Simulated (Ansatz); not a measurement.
Isolated molecules relaxed with PBE0-D4/def2-TZVP in Ansatz; ΔE leaves out vibrations. CCSD(T)/CBS adds triple-zeta CCSD(T) − MP2 to the extrapolated MP2 energy (def2 sets, frozen cores). DFT in def2-TZVPP. def2 core potentials past Kr. For Sn outer-core shells are correlated without core-valence functions, which leaves a few kJ/mol of doubt a bond. Each species was taken in one conformer, which may not be the lowest.

`[SiH3][SnH2][CH2]Cl` + `[OH][AlH][SiH3]` → `[SiH3][O][AlH][SiH3]` + `Cl[CH2][SnH3]`  (cleavage of the Si–Sn bond)

`[SiH3][SnH2][CH2]Cl`:

```xyz
11

Si    0.848   -1.668   -0.691
Sn   -0.916    0.171   -0.443
C    -0.147    1.644    0.944
Cl    0.544    0.837    2.376
H     2.178   -1.046   -0.924
H     0.516   -2.537   -1.851
H     0.901   -2.499    0.537
H    -2.387   -0.416    0.198
H    -1.248    0.969   -1.923
H     0.645    2.234    0.486
H    -0.934    2.312    1.290
```

`[OH][AlH][SiH3]`:

```xyz
8

O     1.815    1.213   -0.099
Al    0.876   -0.135   -0.528
Si   -1.342   -0.277    0.495
H     2.693    1.370   -0.444
H     1.477   -1.196   -1.549
H    -1.536   -1.601    1.154
H    -2.405   -0.155   -0.545
H    -1.578    0.782    1.515
```

`[SiH3][O][AlH][SiH3]`:

Cartesian coordinates in Å:
```
Si 1.135 -0.584 -2.034
O -0.203 -0.141 -1.223
Al -1.302 0.324 -0.033
Si -0.501 0.474 2.280
H 2.321 -0.581 -1.134
H 0.959 -1.954 -2.586
H 1.384 0.361 -3.154
H -2.786 0.613 -0.504
H 0.984 0.570 2.356
H -1.077 1.655 2.983
H -0.913 -0.736 3.049
```

`Cl[CH2][SnH3]`:

```xyz
8

Cl   -2.268   -0.329   -0.512
C    -0.799   -0.623    0.452
Sn    0.855    0.531   -0.315
H    -0.584   -1.689    0.409
H    -1.021   -0.349    1.482
H     1.133    0.064   -1.929
H     2.238    0.213    0.639
H     0.445    2.182   -0.226
```

CCSD(T)/CBS gives -73.2 kJ/mol.

(1) Another level gave -77.7 kJ/mol. Which?
A. CCSD/def2-TZVPP
B. HF/def2-TZVPP
C. PBE0-D4/def2-TZVPP
D. ωB97X-V/def2-TZVPP

Largest T1 diagnostic among the species: 0.014.

## Answers

(1) D. ωB97X-V -77.7, CCSD/def2-TZVPP -83.0, HF/def2-TZVPP -108.2, PBE0-D4 -63.4 kJ/mol.

From PBE to PBE0 (25 % exact exchange), in def2-TZVPP and without D4, ΔE moves by −8.4 kJ/mol. In def2-TZVPP, CCSD(T) changes the Hartree–Fock value by +29.1 kJ/mol (the triples alone add +4.0 kJ/mol) and MP2 by +29.0 kJ/mol.
